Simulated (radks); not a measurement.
Results of a calculation; reference values are marked as such.
Polarisability of the chlorine ion Cl7+, [Ne], at imaginary frequency. Level of theory: scalar-relativistic Kohn-Sham, LB94 model potential, spin-polarised, spherical densities, finite nucleus; Fermi nuclear charge, rms radius 3.3654 fm (a radial shooting solver on a logarithmic mesh with Libxc functionals). Response by self-consistent Sternheimer equations with the Hartree and adiabatic LDA kernel, the relativistic mass of each level held fixed and spin-orbit coupling left out.

w (hartree),alpha1(iw) (bohr^3),alpha2(iw) (bohr^5)
0.00266,0.05275,0.01861
0.0143,0.05275,0.01861
0.0360,0.05274,0.01861
0.0697,0.05274,0.01860
0.118,0.05274,0.01860
0.186,0.05273,0.01860
0.280,0.05271,0.01859
0.413,0.05266,0.01858
0.605,0.05256,0.01855
0.892,0.05234,0.01848
1.35,0.05184,0.01833
2.12,0.05058,0.01795
3.59,0.04704,0.01685
6.94,0.03676,0.01357
17.5,0.01535,0.006012

Static values: alpha1 = 0.05275 bohr^3 (0.007816 angstrom^3; uncoupled 0.05796), alpha2 = 0.01861 bohr^5, alpha3 = 0.01034 bohr^7. C6 = 0.02281, C8 = 0.04185, triple-dipole C9 = 0.0008804 atomic units. One-pole (London) frequency 4 C6 / (3 alpha1^2) = 10.930 hartree, against 12.591 for minus the highest occupied eigenvalue.
